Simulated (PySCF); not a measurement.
Species: CH$_{7}$S$_{3}$Si, charge 1, multiplicity 1. It need not be the lowest isomer of its formula. 
Coordinates optimised at B3LYP-D3(BJ)/def2-TZVP (Ansatz):
```xyz
12

C      2.0461    -0.5022     0.4125
Si     0.3491     0.1556     0.1312
S      0.1768     1.3912    -1.5622
S     -0.6511     0.6691     1.9062
S     -0.7024    -1.8578    -0.6904
H      2.6816     0.3147     0.7621
H      2.0516    -1.2870     1.1708
H      2.4727    -0.8971    -0.5110
H     -0.9728     1.9771    -1.1808
H     -1.6608     1.3302     1.3107
H     -1.9523    -1.3677    -0.8042
H     -0.9558    -2.4741     0.4838
```
Charge +1, spin multiplicity 1.

Dispersion corrections to the total energy (kcal/mol) from the dftd3 and dftd4 libraries through PySCF: D3(BJ) without and D4 with the three-body term, each with the damping fitted for the functional named.

| functional | D3(BJ) | D4 |
|---|---|---|
| BLYP | -20.79 | -18.09 |
| PW6B95 | ___ | -6.69 |
| B2PLYP | -8.71 | -6.03 |
| CAM-B3LYP | -8.70 | -7.70 |
| TPSSh | -11.64 | ___ |
| B2GP-PLYP | -8.43 | ___ |
| PBE | -9.32 | -8.53 |

Question: Complete the blanks.

Answer: 
- PW6B95, D3(BJ): -6.01
- TPSSh, D4: -10.49
- B2GP-PLYP, D4: -3.78
